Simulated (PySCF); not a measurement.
Simulation results for CH$_{5}$GeO, CH$_{4}$GeO$_{2}$, CH$_{4}$ClGeO, C$_{2}$H$_{8}$GeSi

Calculation on a computer-drawn molecule: the log of a Hartree-Fock and frozen-core CCSD(T) single point meant for a local Hartree-Fock minimum, with one planted fault or none, to be diagnosed. Offsets are logged minus clean, where the clean run is the same molecule without the fault. The reference is restricted for singlets and unrestricted otherwise, and also for a bond in bohr or an excited solution. Adding or removing an electron swaps singlet and doublet. The excited solution moves the top pair (singlet) or top alpha electron (doublet) to the lowest empty orbital. Highest occupied and lowest empty are orbital energies over both spins, largest force is the largest gradient component, triples share is (T) over the correlation energy, the T1 limit is 0.02 restricted and 0.045 unrestricted, electrons count all cores, a negative frequency is imaginary (commonest isotopes), and the dipole is about the centre of nuclear charge; on germanium a core potential holds 10 electrons, which the energies leave out, and 3d is frozen in MP2 and coupled-cluster steps. Program: PySCF 2.14.0.

Common to all runs: meant charge 0; meant basis and core potential on germanium cc-pVDZ-PP ECP10MDF; logged SCF converged yes; possible faults no fault, one electron removed, one electron added, multiplicity raised by two, geometry at a saddle point, SCF held on an excited solution, minimal basis STO-3G, one bond length entered in bohr, all coordinates scaled.

(1) 
```xyz
8
formula=CH5GeO meant_multiplicity=2 meant_basis=cc-pVDZ logged_electrons=51 logged_basis_functions=76 logged_spin_squared=0.7546 logged_highest_occupied=-8.9 logged_lowest_empty=1.1523 logged_largest_force=1.704e-05 logged_lowest_frequency=102.96 logged_T1_diagnostic=0.016796 logged_D1_diagnostic=0.079666 logged_triples_share=0.024887 logged_CC_converged=yes logged_dipole_magnitude=1.3755 logged_SCF_stable_within_its_kind=yes logged_energy_HF=-408.98681 logged_energy_CCSD(T)=-409.44866 planted_fault=no_fault HF_energy_offset_from_clean_run=0 CCSD(T)_energy_offset_from_clean_run=0
C     -2.3142    -0.7053    -0.1679
O     -1.4756    -0.1334    -1.1290
Ge    -1.5058    -0.5845    -2.8512
H     -3.3703    -0.6482    -0.4552
H     -2.0657    -1.7556     0.0178
H     -2.1867    -0.1565     0.7659
H     -0.6236     0.4595    -3.5461
H     -2.9655    -0.5399    -3.3520
```

Units: logged_highest_occupied, logged_lowest_empty in eV; logged_largest_force in hartree/bohr; logged_lowest_frequency in cm⁻¹; logged_dipole_magnitude in debye; logged_energy_HF, logged_energy_CCSD(T) in hartree; HF_energy_offset_from_clean_run, CCSD(T)_energy_offset_from_clean_run in kcal/mol.

Drawn bonds:
| atom | other atom | order |
| --- | --- | --- |
| 1 | 2 | 1 |
| 2 | 3 | 1 |
| 1 | 4 | 1 |
| 1 | 5 | 1 |
| 1 | 6 | 1 |
| 3 | 7 | 1 |
| 3 | 8 | 1 |

(2) 
```xyz
8
formula=CH4GeO2 meant_multiplicity=1 meant_basis=cc-pVDZ logged_electrons=59 logged_basis_functions=85 logged_spin_squared=0.7678 logged_highest_occupied=0.68646 logged_lowest_empty=8.7289 logged_largest_force=0.059072 logged_T1_diagnostic=0.019082 logged_D1_diagnostic=0.08381 logged_triples_share=0.028207 logged_CC_converged=yes logged_dipole_magnitude=5.999 logged_SCF_stable_within_its_kind=yes logged_energy_HF=-483.21135 logged_energy_CCSD(T)=-483.86858 planted_fault=one_electron_added HF_energy_offset_from_clean_run=30.17 CCSD(T)_energy_offset_from_clean_run=31.11
C      1.8978     1.3104     2.7922
O      1.3623     0.6293     1.6849
Ge     2.2152     0.2063     0.2292
O      1.5351    -0.5771    -1.0032
H      2.9536     1.5668     2.6559
H      1.3365     2.2310     2.9528
H      1.8062     0.6821     3.6782
H      3.6432     0.7101     0.3800
```

Units: logged_highest_occupied, logged_lowest_empty in eV; logged_largest_force in hartree/bohr; logged_dipole_magnitude in debye; logged_energy_HF, logged_energy_CCSD(T) in hartree; HF_energy_offset_from_clean_run, CCSD(T)_energy_offset_from_clean_run in kcal/mol.

Drawn bonds:
| atom | other atom | order |
| --- | --- | --- |
| 1 | 2 | 1 |
| 2 | 3 | 1 |
| 3 | 4 | 2 |
| 1 | 5 | 1 |
| 1 | 6 | 1 |
| 1 | 7 | 1 |
| 3 | 8 | 1 |

Notes: highest electron not bound in this basis.

(3) 
```xyz
8
formula=CH4ClGeO meant_multiplicity=2 meant_basis=cc-pV(D+d)Z logged_electrons=67 logged_basis_functions=94 logged_spin_squared=0.7964 logged_highest_occupied=-9.8713 logged_lowest_empty=0.26935 logged_largest_force=0.018782 logged_T1_diagnostic=0.020303 logged_D1_diagnostic=0.087746 logged_triples_share=0.027731 logged_CC_converged=yes logged_dipole_magnitude=3.2216 logged_SCF_stable_within_its_kind=yes logged_energy_HF=-867.91455 logged_energy_CCSD(T)=-868.51132 planted_fault=one_bond_length_entered_in_bohr,row_7_of_the_drawn_bonds HF_energy_offset_from_clean_run=31.28 CCSD(T)_energy_offset_from_clean_run=33.16
C      0.7969     0.8374     1.9323
O      0.6463     1.7300     0.8597
Ge    -0.8122     1.8338    -0.1332
Cl    -0.6177     3.7043    -1.2086
H      1.6906     1.1270     2.4838
H     -0.0556     0.8713     2.6189
H      0.9251    -0.1921     1.5858
H     -3.1628     2.0089     1.5904
```

Units: logged_highest_occupied, logged_lowest_empty in eV; logged_largest_force in hartree/bohr; logged_dipole_magnitude in debye; logged_energy_HF, logged_energy_CCSD(T) in hartree; HF_energy_offset_from_clean_run, CCSD(T)_energy_offset_from_clean_run in kcal/mol.

Drawn bonds:
| atom | other atom | order |
| --- | --- | --- |
| 1 | 2 | 1 |
| 2 | 3 | 1 |
| 3 | 4 | 1 |
| 1 | 5 | 1 |
| 1 | 6 | 1 |
| 1 | 7 | 1 |
| 3 | 8 | 1 |

(4) 
```xyz
12
formula=C2H8GeSi meant_multiplicity=1 meant_basis=cc-pV(D+d)Z logged_electrons=67 logged_basis_functions=114 logged_spin_squared=0.7695 logged_highest_occupied=0.28235 logged_lowest_empty=8.0562 logged_largest_force=0.047711 logged_T1_diagnostic=0.012859 logged_D1_diagnostic=0.050536 logged_triples_share=0.030169 logged_CC_converged=yes logged_dipole_magnitude=2.158 logged_SCF_stable_within_its_kind=yes logged_energy_HF=-662.62227 logged_energy_CCSD(T)=-663.1932 planted_fault=one_electron_added HF_energy_offset_from_clean_run=24.06 CCSD(T)_energy_offset_from_clean_run=20.01
C      0.9038     0.5245     2.0096
Si    -0.6038     0.1527     0.9443
C     -0.9079     1.4562    -0.3411
Ge    -2.3751     2.4314    -0.4737
H      0.7844     1.4727     2.5406
H      1.8064     0.5930     1.3950
H      1.0604    -0.2664     2.7491
H     -0.3950    -1.1749     0.3062
H     -1.8109     0.0562     1.8067
H     -0.1415     1.6538    -1.0870
H     -2.5860     3.4916    -1.5451
H     -3.5530     2.2943     0.4765
```

Units: logged_highest_occupied, logged_lowest_empty in eV; logged_largest_force in hartree/bohr; logged_dipole_magnitude in debye; logged_energy_HF, logged_energy_CCSD(T) in hartree; HF_energy_offset_from_clean_run, CCSD(T)_energy_offset_from_clean_run in kcal/mol.

Drawn bonds:
| atom | other atom | order |
| --- | --- | --- |
| 1 | 2 | 1 |
| 2 | 3 | 1 |
| 3 | 4 | 2 |
| 1 | 5 | 1 |
| 1 | 6 | 1 |
| 1 | 7 | 1 |
| 2 | 8 | 1 |
| 2 | 9 | 1 |
| 3 | 10 | 1 |
| 4 | 11 | 1 |
| 4 | 12 | 1 |

Notes: highest electron not bound in this basis.

(5) 
```xyz
12
formula=C2H8GeSi meant_multiplicity=1 meant_basis=cc-pV(D+d)Z logged_electrons=66 logged_basis_functions=114 logged_spin_squared=0 logged_highest_occupied=-3.6636 logged_lowest_empty=-2.8675 logged_largest_force=0.18943 logged_CC_converged=no logged_dipole_magnitude=5.4989 logged_SCF_stable_within_its_kind=no logged_energy_HF=-662.31659 planted_fault=SCF_held_on_an_excited_solution HF_energy_offset_from_clean_run=215.9
C      0.9038     0.5245     2.0096
Si    -0.6038     0.1527     0.9443
C     -0.9079     1.4562    -0.3411
Ge    -2.3751     2.4314    -0.4737
H      0.7844     1.4727     2.5406
H      1.8064     0.5930     1.3950
H      1.0604    -0.2664     2.7491
H     -0.3950    -1.1749     0.3062
H     -1.8109     0.0562     1.8067
H     -0.1415     1.6538    -1.0870
H     -2.5860     3.4916    -1.5451
H     -3.5530     2.2943     0.4765
```

Units: logged_highest_occupied, logged_lowest_empty in eV; logged_largest_force in hartree/bohr; logged_dipole_magnitude in debye; logged_energy_HF in hartree; HF_energy_offset_from_clean_run in kcal/mol.

Drawn bonds:
| atom | other atom | order |
| --- | --- | --- |
| 1 | 2 | 1 |
| 2 | 3 | 1 |
| 3 | 4 | 2 |
| 1 | 5 | 1 |
| 1 | 6 | 1 |
| 1 | 7 | 1 |
| 2 | 8 | 1 |
| 2 | 9 | 1 |
| 3 | 10 | 1 |
| 4 | 11 | 1 |
| 4 | 12 | 1 |

Notes: CCSD not converged.
